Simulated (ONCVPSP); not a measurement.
**Ni (Z = 28) ONCV: all-electron and pseudo phase curves**

- Element: Ni (Z = 28)
- Generator: ONCVPSP 4.0.1
- Type: optimised norm-conserving Vanderbilt (ONCV)
- Functional: PBE
- Relativity: scalar-relativistic
- Frozen core: [Ne]
- Valence charge: 18
- Reference configuration: 3s2 3p6 3d8 4s2
- Partial waves: 3s+4s: rc 1.40 bohr, ncon 3, nbas 6, qcut 8.4 1/bohr, 2 projectors; 3p: rc 1.10 bohr, ncon 5, nbas 10, qcut 15.4 1/bohr, 2 projectors, debl 1 Ha; 3d: rc 1.25 bohr, ncon 4, nbas 8, qcut 13.4 1/bohr, 2 projectors, debl 0.8 Ha; f scattering state at 0.36 Ha: rc 1.10 bohr, ncon 4, nbas 8, qcut 10.9 1/bohr, 2 projectors, debl 2 Ha
- Local potential: polynomial inside 1.00 bohr (lpopt 5, dvloc0 0 Ha)
- Core correction: polynomial model core, fcfact 0.3

In the p channel the program set the typed energies aside and used -2.623, 0.250 Ha.

The phase is arctan(r·R′/R) of the radial function R(r), unwrapped; energies in Ha, scanned from -6 to 5 Ha. A pole is an energy at which the radial function vanishes at the test radius. The pseudo phase is shifted by a multiple of π to meet the all-electron one at the reference energy, and phase errors are pseudo minus all-electron; the curves can meet again beyond the range given. Levels narrower than the energy grid can be missing from the lists of poles.

```json
{"channel": "s", "radius (bohr)": "1.42", "reference energy (Ha)": "-0.21", "poles, all-electron": "-3.79", "poles, pseudo": "-3.79", "unbroken range about the reference energy with phases within 0.05 rad": "the whole range", "phase error 1 Ha above the reference energy (rad)": "-0.001"}
{"channel": "p", "radius (bohr)": "1.12", "reference energy (Ha)": "-2.62", "poles, all-electron": "-1.10", "poles, pseudo": "-1.10", "unbroken range about the reference energy with phases within 0.05 rad": "the whole range", "phase error 1 Ha above the reference energy (rad)": "-0.000"}
{"channel": "d", "radius (bohr)": "1.27", "reference energy (Ha)": "-0.33", "poles, all-electron": "0.67", "poles, pseudo": "0.67", "unbroken range about the reference energy with phases within 0.05 rad": "the whole range", "phase error 1 Ha above the reference energy (rad)": "-0.000"}
{"channel": "f", "radius (bohr)": "1.12", "reference energy (Ha)": "0.36", "poles, all-electron": "none", "poles, pseudo": "none", "unbroken range about the reference energy with phases within 0.05 rad": "the whole range", "phase error 1 Ha above the reference energy (rad)": "+0.000"}
```

Phases in the f channel:

```tsv
E (Ha)	all-electron	pseudo
-5.96	1.302	1.302
-5.68	1.297	1.297
-5.40	1.291	1.291
-5.12	1.286	1.286
-4.84	1.279	1.279
-4.56	1.273	1.273
-4.28	1.266	1.266
-4.00	1.258	1.258
-3.72	1.251	1.251
-3.44	1.242	1.242
-3.16	1.233	1.233
-2.88	1.224	1.224
-2.60	1.213	1.213
-2.32	1.202	1.202
-2.04	1.190	1.190
-1.76	1.176	1.176
-1.48	1.162	1.162
-1.20	1.146	1.146
-0.92	1.128	1.128
-0.64	1.109	1.109
-0.36	1.087	1.087
-0.08	1.063	1.063
0.20	1.036	1.036
0.48	1.005	1.005
0.76	0.970	0.970
1.04	0.929	0.929
1.32	0.882	0.882
1.60	0.828	0.828
1.88	0.763	0.763
2.16	0.687	0.687
2.44	0.596	0.596
2.72	0.488	0.488
3.00	0.361	0.361
3.28	0.215	0.215
3.56	0.051	0.051
3.84	-0.124	-0.124
4.12	-0.300	-0.300
4.40	-0.466	-0.466
4.68	-0.617	-0.617
4.96	-0.748	-0.748
```
